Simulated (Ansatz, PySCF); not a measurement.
The pair A = PH3 (SMILES P) (first 4 atoms), B = ClH3Si (SMILES [SiH3]Cl); geometry from B3LYP-D3(BJ)/def2-TZVP.
(charge 0, multiplicity 1):
```xyz
9

P      0.11014    -0.29787     0.05659
H      1.35460    -0.92605     0.31148
H      0.32098    -0.24325    -1.34629
H      0.62145     1.00531     0.27669
Si    -0.89776    -0.71481     4.17907
Cl     0.92976     0.06963     3.60377
H     -1.59951     0.30261     4.98590
H     -0.64340    -1.92472     4.98532
H     -1.66634    -1.04455     2.96556
```

Correlated levels freeze the cores. Rows in 6-31G* carry no dispersion term and start afresh at each structure (6-31G* with six Cartesian d functions).

Programs: Ansatz (Gaussian basis) for Hartree–Fock, density functionals and correlated methods; PySCF for 6-31G* rows. 

Total energies (hartree), monomers frozen at their geometry in the pair:

```
structure               B3LYP/6-31G*  B3LYP/def2-TZVPPD  MP2/aug-cc-pV(D+d)Z
---------------------  -------------  -----------------  -------------------
AB                     -1094.6711406      -1094.7762938        -1093.1181396
A in the pair's basis   -343.1404431       -343.1778529         -342.6200860
B in the pair's basis   -751.5312697       -751.5991952         -750.4961729
A                       -343.1402288       -343.1777776         -342.6196260
B                       -751.5309595       -751.5991459         -750.4955299
```

**Question.** Work out the interaction energy without and with the counterpoise correction, and the superposition error, for each level.

**Answer.** 
E(AB) − E(A) − E(B), times 627.509 kcal/mol, with the monomers in their own basis and then in the pair's basis:
- B3LYP/6-31G*: 0.03 uncorrected, 0.36 corrected; the monomers gain 0.33 kcal/mol from borrowed functions
- B3LYP/def2-TZVPPD: 0.40 uncorrected, 0.47 corrected; the monomers gain 0.08 kcal/mol from borrowed functions
- MP2/aug-cc-pV(D+d)Z: -1.87 uncorrected, -1.18 corrected; the monomers gain 0.69 kcal/mol from borrowed functions

Ansatz is a program for electronic structure.
